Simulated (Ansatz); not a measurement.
Born–Oppenheimer molecular dynamics of CH9NO2Si2 (15 atoms, charge 0, multiplicity 1). It goes on from the last frame of an earlier run, with new velocities.

The calculation used UKS PBE0-D4/STO-3G (Ansatz).

```json
{"ensemble": "NVE (velocity Verlet)", "time step": "1 fs", "steps asked": "100", "starting velocities drawn for": "300 K", "seed": "639543"}
```

First frame:

```xyz
15
Properties=species:S:1:pos:R:3
N 1.458 -1.287 1.821
C 0.605 -0.292 0.976
O 1.456 0.466 0.138
Si -0.681 -0.874 -0.256
Si -1.020 0.924 -1.607
O -1.226 2.431 -0.720
H 0.654 -1.719 2.386
H 1.727 -2.068 1.135
H 0.177 0.395 1.728
H 2.287 0.660 0.683
H -0.184 -2.073 -0.943
H -1.887 -1.318 0.420
H 0.195 1.046 -2.355
H -2.179 0.872 -2.427
H -0.271 2.502 -0.295
```

Problem. How far do the bonds stretch over the last three quarters of this one trajectory? (Pairs bonded in most of those frames.)

Solution. 
```csv
bond,mean (Å),spread (Å),shortest,longest
N1–C2,1.509,0.026,1.46,1.55
N1–H7,1.055,0.010,1.04,1.08
N1–H8,1.056,0.013,1.03,1.08
C2–O3,1.466,0.034,1.40,1.52
C2–Si4,1.917,0.021,1.87,1.94
C2–H9,1.119,0.024,1.08,1.16
O3–H10,1.021,0.013,1.00,1.04
Si4–Si5,2.256,0.021,2.22,2.29
Si4–H11,1.448,0.009,1.43,1.46
Si4–H12,1.455,0.064,1.36,1.54
Si5–O6,1.726,0.024,1.69,1.77
Si5–H13,1.455,0.026,1.42,1.50
Si5–H14,1.447,0.025,1.41,1.48
O6–H15,1.029,0.038,0.97,1.09
```

Mean temperature of the second half: 346 K. The conserved energy stayed within 1 meV per atom of its start (net change 0.52 meV per atom), so the integration is sound. A run of 0.1 ps of so small a system gives no equilibrium averages. Limits of this set-up: minimal basis.

The run took 5.4 min on 1 thread of Intel(R) Xeon(R) 6975P-C (Granite Rapids) (shared host), peak memory 0.21 GiB.
